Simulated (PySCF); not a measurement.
Compound: C5H9N3.
Structure used (GFN2-xTB), in Å, numbered top down from 1:
```
atom  x, y, z in Å
C1     2.668    0.603    0.176
C2     1.891   -0.449   -0.617
C3     0.475   -0.495   -0.172
N4     0.026   -1.302    0.764
N5    -1.277   -0.984    0.863
C6    -1.571    0.002   -0.015
C7    -2.918    0.594   -0.174
N8    -0.484    0.325   -0.674
H9     2.217    1.583    0.039
H10    3.701    0.641   -0.162
H11    2.655    0.358    1.235
H12    2.337   -1.432   -0.465
H13    1.911   -0.199   -1.678
H14   -1.872   -1.466    1.518
H15   -3.256    1.030    0.765
H16   -2.874    1.368   -0.934
H17   -3.635   -0.168   -0.478
```

NICS = −σ at a ghost point: NICS(0) at the centroid of the ring atoms, NICS(1) 1 Å to either side along the normal of their mean plane, zz for the tensor component along that normal. Level: GIAO PBE0/pcSseg-1 (PySCF, non-relativistic, gas phase) on the GFN2-xTB geometry, one conformer.

Ring bond lengths (Å), with Mayer bond orders in brackets: C3–N4 1.314 (1.60), N4–N5 1.345 (1.15), N5–C6 1.353 (1.16), C6–N8 1.311 (1.56), N8–C3 1.357 (1.32).

Question: Give the NICS values of each ring in ppm.

Answer: 
```json
{"ring": "C3–N4–N5–C6–N8", "type": "5-membered ring with 3 N; formal bonds all aromatic", "NICS(0)": "-12.0", "NICS(1), two faces": "-11.3 / -11.3", "NICS(1)zz, two faces": "-29.6 / -28.9", "rms pucker (Å)": "0.00", "centre to ring atoms, mean (Å)": "1.14"}
```

Question: What do they say, and how far can they be read as aromaticity?

Answer: 
- C3–N4–N5–C6–N8: mean NICS(1)zz -29.3 ppm, shielded. For a flat ring without four-coordinate atoms the NICS criterion counts such a value as aromatic.

Question: And the bond-length index? HOMA = 1 − mean of α(R − Ropt)² over the ring bonds, with Krygowski's 1993 parameters (CN: Ropt 1.334 Å, α 93.52 Å⁻²; NN: Ropt 1.309 Å, α 130.33 Å⁻²).

Answer: 
- C3–N4–N5–C6–N8: HOMA 0.93; the largest term is that of N4–N5, α(R − Ropt)² = 0.17. The geometric and the magnetic index point the same way.

Question: How shielded are the nuclei of the rings and their hydrogens (means over atoms taken as equivalent)?

Answer: 
| atoms | environment | σ isotropic (ppm) | principal values of the symmetric part, first atom (ppm) |
| --- | --- | --- | --- |
| C3 | substituted aromatic carbon | 16.6 | -54.8, 3.8, 100.7 |
| N4 | pyridine-type nitrogen | -56.6 | -263.7, -59.0, 152.9 |
| N5 | pyrrole-type nitrogen | 45.4 | -67.7, 91.0, 112.8 |
| C6 | substituted aromatic carbon | 31.1 | -30.1, 14.1, 109.2 |
| N8 | pyridine-type nitrogen | -20.6 | -173.4, -88.7, 200.3 |
| H14 | N–H hydrogen | 22.29 | 17.3, 23.9, 25.6 |

On an Arm Neoverse V1 with one thread, no GPU, shared host with 32 logical CPUs at a one-minute load of 18, this took 28 s of wall time and 0.81 GiB of memory at its peak. This is the whole shielding run at PBE0/pcSseg-1, SCF included.
